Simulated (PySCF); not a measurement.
**Structure from NMR data**

Molecular formula: C5H10OSi. Simulated spectra:

1H NMR (500 MHz, computed): δ 5.98 (br s, 1H), 5.70 (br s, 1H), 4.46 (m, 2H), 4.35 (s, 2H), 4.05 (m, 2H), 1.00 (m, 2H).

13C{1H} NMR (computed): δ 150.2 (C), 133.3 (CH2), 82.1 (CH2), 71.2 (CH2), 13.1 (CH2).

[PySCF 2.14: geometry: GFN2-xTB; GIAO PBE0/pcSseg-1 shieldings; gas phase; one averaged value for each set of equivalent atoms; one computed conformer; non-relativistic]

Scale: 1H and 13C vs TMS (reference shieldings calculated alike).

Q: Which of these isomers gave the spectra?
A. C=C(C)[C@H]1OC[SiH2]1
B. C=C1COCC[SiH2]1
C. C/C=C\C=C/O[SiH3]

A: B. 

1. The formula gives 2 degrees of unsaturation (1 ring in the answer).
2. 5 carbon signals for 5 carbons: no two carbons are equivalent.
3. Carbon types of the structure: 1 × C, 4 × CH2, leaving 2 H on heteroatoms.
4. δC 150.2: fully substituted alkene carbon; as expected for a trigonal carbon in a double bond.
5. δC 133.3: terminal =CH2 carbon; an sp2 carbon of a C=C bond.
6. δC 82.1: allylic sp3 CH2 bonded to O; the inductive effect lowers its shielding.
7. δC 71.2: sp3 CH2 bonded to O; deshielded by the electronegative neighbour.
8. δH 4.05: hydrogen on an sp3 CH2 bonded to O; its carbon carries O, an electronegative neighbour.

The others: C/C=C\C=C/O[SiH3] has carbons computed at 146.0, 130.8, 128.1, 114.3, 16.7, with a different DEPT pattern; C=C(C)[C@H]1OC[SiH2]1 would give 8 signals for carbon-bound and other non-exchanging H, not 6.

Shifts are as computed. Against solution values, carbons near 30 ppm lie about +3 ppm off and those near 130 ppm about +5 ppm. Of 1309 compounds with measured shifts, 239 miss one by over three times the rms of a fit or turn the order of signals round; such compounds aren't used in these exercises. Multiplicities follow the n + 1 count of equivalent neighbours, as no J values were calculated; m marks all less simple cases, F and P coupling included.
